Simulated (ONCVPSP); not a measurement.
# Building the ONCV potential for Ti (PBE, non-relativistic).

The input file (ONCVPSP 4.0.1):

```
# ATOM AND REFERENCE CONFIGURATION
# atsym  z   nc   nv     iexc    psfile
  Ti 22.00    3    3        4      upf
#
#   n    l    f
    1    0    2.00
    2    0    2.00
    2    1    6.00
    3    0    2.00
    3    1    6.00
    3    2    2.00
#
# PSEUDOPOTENTIAL AND OPTIMIZATION
# lmax
    2
#
#   l,   rc,      ep,       ncon, nbas, qcut
    0    1.00    0.00    4    7    8.00
    1    1.05    0.00    4    7    7.10
    2    2.20    0.00    5    9    6.10
#
# LOCAL POTENTIAL
# lloc, lpopt,  rc(5),   dvloc0
    4    5    0.65    6.00
#
# VANDERBILT-KLEINMAN-BYLANDER PROJECTORs
# l, nproj, debl
    0    3    1.50
    1    2    2.10
    2    2    1.90
#
# MODEL CORE CHARGE
# icmod, fcfact, rcfact
    3    5.25    1.45
#
# LOG DERIVATIVE ANALYSIS
# epsh1, epsh2, depsh
   -4.00    5.00    0.02
#
# OUTPUT GRID
# rlmax, drl
    6.00    0.01
#
# TEST CONFIGURATIONS
# ncnf
    4
# nvcnf
#   n    l    f
    4
    3    0    2.00
    3    1    6.00
    3    2    2.00
    4    0    2.00
#
    4
    3    0    2.00
    3    1    6.00
    3    2    2.00
    4    0    1.00
#
    3
    3    0    2.00
    3    1    6.00
    3    2    1.00
#
    4
    3    0    2.00
    3    1    6.00
    3    2    2.00
    4    1    1.00
#
```

Command:

```bash
oncvpspnr.x < Ti.dat > Ti.out
```

Output (shortened: citation, most of the input echo, consistency checks and plot data are left out):

```
ONCVPSP  (Optimized Norm-Conservinng Vanderbilt PSeudopotential)
scalar-relativistic version 4.0.1

#   n    l    f        energy (Ha)
    1    0    2.00    -1.7833611E+02
    2    0    2.00    -2.0092947E+01
    2    1    6.00    -1.6879505E+01
    3    0    2.00    -2.8545043E+00
    3    1    6.00    -2.0080051E+00
    3    2    2.00    -7.2781271E-01

Reference configufation results
  iterations    24
  all-electron total energy (Ha)   -8.48317940D+02

Begin loop to  construct optimized pseudo wave functions
and semi-local pseudopoentials for all angular momenta

WARNING wellstate: negative energy specified for n= 4 l=  0
WARNING scattering state with energy  0.25000000
WARNING will be used for the first projector

   Wellstate for l =  0  n =  5
     eigenvalue =   0.2500
     asymptotic potential =   0.7500
     half-point radius =  3.9130

   Wellstate for l =  0  n =  5
     eigenvalue =   1.7500
     asymptotic potential =   2.2500
     half-point radius =  2.2048

Calculating optimized projector #   1

 for l=   0

    Fraction of norm inside rc  0.533561
    Optimizing pswf for qcut=   8.01 a_B^-1,  ecut=  32.08 Ha
    Residual kinetic energy error=  2.02D-03 Ha

    Energy error per electron        Cutoff
         Ha          eV             Ha
         0.01000     0.27211       26.16
         0.00100     0.02721       45.77
         0.00010     0.00272      108.55
         0.00001     0.00027      128.27

Calculating optimized projector #   2

 for l=   0

    Fraction of norm inside rc  0.030482
    Optimizing pswf for qcut=   8.01 a_B^-1,  ecut=  32.08 Ha
    Residual kinetic energy error=  3.32D-04 Ha

    Energy error per electron        Cutoff
         Ha          eV             Ha
         0.01000     0.27211       18.99
         0.00100     0.02721       28.28
         0.00010     0.00272       48.77
         0.00001     0.00027      142.06

Calculating optimized projector #   3

 for l=   0

    Fraction of norm inside rc  0.030066
    Optimizing pswf for qcut=   8.01 a_B^-1,  ecut=  32.08 Ha
    Residual kinetic energy error=  6.09D-04 Ha

    Energy error per electron        Cutoff
         Ha          eV             Ha
         0.01000     0.27211       21.11
         0.00100     0.02721       30.18
         0.00010     0.00272       59.64
         0.00001     0.00027      117.29

   Wellstate for l =  1  n =  5
     eigenvalue =   0.0920
     asymptotic potential =   0.5920
     half-point radius =  5.8278

Calculating optimized projector #   1

 for l=   1

    Fraction of norm inside rc  0.522709
    Optimizing pswf for qcut=   7.12 a_B^-1,  ecut=  25.34 Ha
    Residual kinetic energy error=  1.37D-03 Ha

    Energy error per electron        Cutoff
         Ha          eV             Ha
         0.01000     0.27211       14.27
         0.00100     0.02721       31.00
         0.00010     0.00272      117.18
         0.00001     0.00027      138.97

Calculating optimized projector #   2

 for l=   1

    Fraction of norm inside rc  0.030841
    Optimizing pswf for qcut=   7.12 a_B^-1,  ecut=  25.34 Ha
    Residual kinetic energy error=  1.28D-04 Ha

    Energy error per electron        Cutoff
         Ha          eV             Ha
         0.01000     0.27211       10.86
         0.00100     0.02721       15.64
         0.00010     0.00272       29.18
         0.00001     0.00027      108.55

   Wellstate for l =  2  n =  5
     eigenvalue =   1.1722
     asymptotic potential =   1.6722
     half-point radius =  3.7408

Calculating optimized projector #   1

 for l=   2

    Fraction of norm inside rc  0.859839
    Optimizing pswf for qcut=   6.10 a_B^-1,  ecut=  18.60 Ha
    Residual kinetic energy error=  7.10D-04 Ha

    Energy error per electron        Cutoff
         Ha          eV             Ha
         0.01000     0.27211       15.09
         0.00100     0.02721       18.02
         0.00010     0.00272       52.31
         0.00001     0.00027       62.45

Calculating optimized projector #   2

 for l=   2

    Fraction of norm inside rc  0.201697
    Optimizing pswf for qcut=   6.10 a_B^-1,  ecut=  18.60 Ha
    Residual kinetic energy error=  4.93D-03 Ha

    Energy error per electron        Cutoff
         Ha          eV             Ha
         0.01000     0.27211       17.27
         0.00100     0.02721       36.19
         0.00010     0.00272       72.37
         0.00001     0.00027       80.46

Construct Vanderbilt / Kleinmman-Bylander projectors

B matrix Hermiticity error, ll=   0
   1   2   -8.1398E-09
   1   3   -1.1173E-08
   2   3   -1.1993E-09

  Orthonormal projector coefficients -1.2016E+03  1.7298E+01  2.0600E+00

B matrix Hermiticity error, ll=   1
   1   2   -7.8439E-09

  Orthonormal projector coefficients  8.2916E+00  2.6631E+00

B matrix Hermiticity error, ll=   2
   1   2   -1.2259E-08

  Orthonormal projector coefficients -5.0670E+00 -2.5228E+00

Model core correction analysis
  based on d2Exc/dn_idn_j

d2excae - all-electron derivatives

   -4.136215D-02   -3.804002D-02   -2.735443D-02
   -3.804040D-02   -3.617861D-02   -2.744050D-02
   -2.735492D-02   -2.744078D-02   -2.659436D-02

d2excps - pseudofunction derivatives with no core correction

   -4.328285D-02   -4.015404D-02   -2.704779D-02
   -4.015444D-02   -3.805502D-02   -2.758505D-02
   -2.704772D-02   -2.758477D-02   -2.982856D-02

rms 2nd derivative error    1.726855E-03

rmatch, rhocmatch    0.5487   14.1323

Teter function model core charge with specified parameters

d2excps - pseudofunction derivatives with core correction

   -3.994678D-02   -3.688680D-02   -2.669126D-02
   -3.688719D-02   -3.478542D-02   -2.726092D-02
   -2.669118D-02   -2.726063D-02   -3.006855D-02

rms 2nd derivative error    1.476449E-03

Pseudoatom total energy  -56.646513

Diagnostic tests using Vanderbilt-Kleinman-Bylander pseudopotentials
  1 or more projectors used as specified by nproj input data

   l    rcore       rmatch      e in        delta e   norm test  slope test

   0   1.0040073   1.0344911  -2.8545043   0.0000000   1.0000000   1.0000000
   0   1.0040073   1.0344911   0.2500000  -0.0000000   1.0000000   1.0000000
   0   1.0040073   1.0344911   1.7500000  -0.0000001   1.0000000   1.0000000

   1   1.0532239   1.0852020  -2.0080051   0.0000000   1.0000000   1.0000001
   1   1.0532239   1.0852020   0.0919949  -0.0000000   1.0000000   1.0000000

   2   2.2114153   2.2785586  -0.7278127   0.0000000   1.0000000   1.0000000
   2   2.2114153   2.2785586   1.1721873   0.0000000   1.0000000   1.0000000

 Testing for bound ghosts
   n   l    E NL Schr. Eq   E Basis Diag.   E Cutoff

       0                    -1096.134176    259.27  WARNING - GHOST(-)
   1   0       -2.854504       -2.851859    259.27

   2   1       -2.008005       -2.002953    199.67

   3   2       -0.727813       -0.727708     90.74

 Testing for highly-localized positive-energy ghosts
       l    <radius>/rc     E Basis Diag.   E Cutoff

       0        0.878534       15.444737    259.27  WARNING - GHOST(+)

Test configuration 0

   n   l     f        eae           eps        diff
   1   0  2.0000 -178.33611158
   2   0  2.0000  -20.09294743
   2   1  6.0000  -16.87950501
   3   0  2.0000   -2.85450427   -2.85450427    0.00D+00
   3   1  6.0000   -2.00800514   -2.00800514    0.00D+00
   3   2  2.0000   -0.72781271   -0.72781271    0.00D+00

    Total energies and differences
      AE_ref= -8.48317940D+02  AE_tst= -8.48317940D+02  dif=  0.00D+00
      PS_ref= -5.66465128D+01  PS_tst= -5.66465128D+01  dif= -1.21D-13
      PSP excitation error=  1.21D-13

Test configuration 1

   n   l     f        eae           eps        diff
   1   0  2.0000 -177.74110700
   2   0  2.0000  -19.51043994
   2   1  6.0000  -16.29589160
   3   0  2.0000   -2.27129373   -2.26926285    2.03D-03
   3   1  6.0000   -1.42530767   -1.42362250    1.69D-03
   3   2  2.0000   -0.16227609   -0.16087393    1.40D-03
   4   0  2.0000   -0.16255489   -0.16269455   -1.40D-04

    Total energies and differences
      AE_ref= -8.48317940D+02  AE_tst= -8.49080889D+02  dif= -7.63D-01
      PS_ref= -5.66465128D+01  PS_tst= -5.74095517D+01  dif= -7.63D-01
      PSP excitation error=  9.03D-05

Test configuration 2

   n   l     f        eae           eps        diff
   1   0  2.0000 -178.01190280
   2   0  2.0000  -19.77596739
   2   1  6.0000  -16.56188899
   3   0  2.0000   -2.53830505   -2.53703462    1.27D-03
   3   1  6.0000   -1.69249077   -1.69141064    1.08D-03
   3   2  2.0000   -0.42299542   -0.42213765    8.58D-04
   4   0  1.0000   -0.37748456   -0.37751859   -3.40D-05

    Total energies and differences
      AE_ref= -8.48317940D+02  AE_tst= -8.48813107D+02  dif= -4.95D-01
      PS_ref= -5.66465128D+01  PS_tst= -5.71416825D+01  dif= -4.95D-01
      PSP excitation error=  3.12D-06

Test configuration 3

   n   l     f        eae           eps        diff
   1   0  2.0000 -178.97345387
   2   0  2.0000  -20.76092236
   2   1  6.0000  -17.54485272
   3   0  2.0000   -3.46130731   -3.44531140    1.60D-02
   3   1  6.0000   -2.60308451   -2.58873472    1.43D-02
   3   2  1.0000   -1.28179286   -1.26101433    2.08D-02

    Total energies and differences
      AE_ref= -8.48317940D+02  AE_tst= -8.47321847D+02  dif=  9.96D-01
      PS_ref= -5.66465128D+01  PS_tst= -5.56588110D+01  dif=  9.88D-01
      PSP excitation error=  8.39D-03

Test configuration 4

   n   l     f        eae           eps        diff
   1   0  2.0000 -178.05661365
   2   0  2.0000  -19.81923221
   2   1  6.0000  -16.60515864
   3   0  2.0000   -2.58254894   -2.58158403    9.65D-04
   3   1  6.0000   -1.73640629   -1.73558214    8.24D-04
   3   2  2.0000   -0.46290772   -0.46243681    4.71D-04
   4   1  1.0000   -0.26470089   -0.26470207   -1.17D-06

    Total energies and differences
      AE_ref= -8.48317940D+02  AE_tst= -8.48677215D+02  dif= -3.59D-01
      PS_ref= -5.66465128D+01  PS_tst= -5.70057855D+01  dif= -3.59D-01
      PSP excitation error= -1.93D-06
```

oncvpspnr.x prints “scalar-relativistic version” in its banner although the run is non-relativistic.

Note: ghosts flagged at negative energy: s at -29827.3 eV; GHOST(+) flagged for s at 420.3 eV. A true bound ghost makes a file unfit for plane-wave use.

The run took about 4.9 s on one core of a shared server CPU.
